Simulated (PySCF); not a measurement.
An unknown is described by computed data only.

Formula: C3H5NO2Si.

- Dipole: 2.50 D [CAM-B3LYP/def2-SVPD]
- Polarisability: 70.5 au [CAM-B3LYP/def2-SVPD]
- NMR, other nuclei: isotropic shieldings of nuclei other than C and H, by class: -49 (1 N), -119 (1 O), 127 (1 O), 364 (1 Si) ppm [GIAO CAM-B3LYP/pcSseg-2]
- UV, first state: lowest singlet excitation: 5.88 eV (211 nm, f = 0.001) [TDDFT CAM-B3LYP/def2-SVPD]
- Valence photoelectron: vertical ionisation energy: 11.22 eV [ΔSCF CAM-B3LYP/def2-SVPD]
- 13C NMR: chemical shifts (computed TMS as zero) by class: 178.8 (1 C), 122.6 (1 C), 26.3 (1 C) ppm [GIAO CAM-B3LYP/pcSseg-2]
- UV, strongest line: among the 10 lowest singlet transitions: S7 at 8.22 eV (151 nm, f = 0.085) [TDDFT CAM-B3LYP/def2-SVPD]
- Rotational structure: rotational constants A, B, C: 4.086, 1.329, 1.034 GHz [PBE0-D3(BJ)/def2-SVP]

The electronic properties come from PySCF, for the isolated species, density fitting. Levels stand in brackets. The structure is a single PBE0-D3(BJ)/def2-SVP conformer in the gas phase; no vibrational or solvent corrections. Each NMR value is the plain mean over a class of atoms that symmetry, rotation or inversion makes alike.

Task: Propose a structure and show how it fits.

Result: Numbering: `[N:1]#[C:2][CH2:3][C:4](=[O:5])[O:6][SiH3:7]`. Its formula, C3H5NO2Si, gives 3 degrees of unsaturation: 0 rings and 3 π bonds in the structure found. 3 carbons fall into 3 classes; from least to most shielded: carbonyl carbon [C4] (178.8 ppm), nitrile carbon [C2] (122.6 ppm), sp3 carbon next to a carbonyl [C3] (26.3 ppm). The other shieldings belong to: -49 ppm, nitrile nitrogen [N1]; -119 ppm, carbonyl oxygen [O5]; 127 ppm, oxygen singly bound to a carbonyl carbon [O6]; 364 ppm, oxygen-bound silicon [Si7]. The first electron is taken from the HOMO, whose largest Löwdin shares are 0.56 on the carbonyl oxygen, 0.10 on the nitrile nitrogen, 0.09 on the oxygen singly bound to a carbonyl carbon and 0.08 on the carbonyl carbon. The optimised geometry has point group C1 and is an asymmetric top. Structure: `C(C(O[SiH3])=O)C#N`. The assignments are read from this structure; whether some other isomer fits the data as well wasn't checked.

Shape of the structure used: `[N:1]#[C:2][CH2:3][C:4](=[O:5])[O:6][SiH3:7]`: C2–C3–C4–O5 -156°, C3–C4–O6–Si7 179°.
